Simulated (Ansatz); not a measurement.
Gas-phase electronic energies from Ansatz, PBE0-D4/def2-TZVP geometries. CBS: MP2 limit from def2 TZ/QZ plus the TZ coupled-cluster correction, frozen cores. This one scheme is used for every species. Functionals use def2-TZVPP. For Se outer-core shells are correlated without core-valence functions, which leaves a few kJ/mol of doubt a bond. Scalar relativity is left out up to krypton. Each species was taken in one conformer, which may not be the lowest.

Consider the ligand exchange at a B–C bond: `O=CBCl` + H₂Se → `ClB[SeH]` + `C=O`.

(1) Is it downhill or uphill in electronic energy at CCSD(T)/CBS, and by how much? (Best estimate.)

(2) What do these levels give: B97M-V, BHLYP-D4, CCSD(T)/def2-SVP, SCS-MP2/def2-TZVPP, CCSD(T)/def2-TZVPP, MP2/def2-QZVPP? (Best estimate.)

Largest T1 diagnostic among the species: 0.016.

Results:

(1) Ansatz gave: Downhill: ΔE = -0.92 eV.

(2) Ansatz gave: B97M-V -0.88, BHLYP-D4 -0.87, CCSD(T)/def2-SVP -0.87, SCS-MP2/def2-TZVPP -0.93, CCSD(T)/def2-TZVPP -0.90, MP2/def2-QZVPP -0.98 eV.

At CCSD(T), def2-SVP lies +0.05 eV from the extrapolated value and def2-TZVPP +0.01 eV. In def2-TZVPP, CCSD(T) changes the Hartree–Fock value by −0.09 eV (the triples alone add −0.02 eV) and MP2 by −0.17 eV.
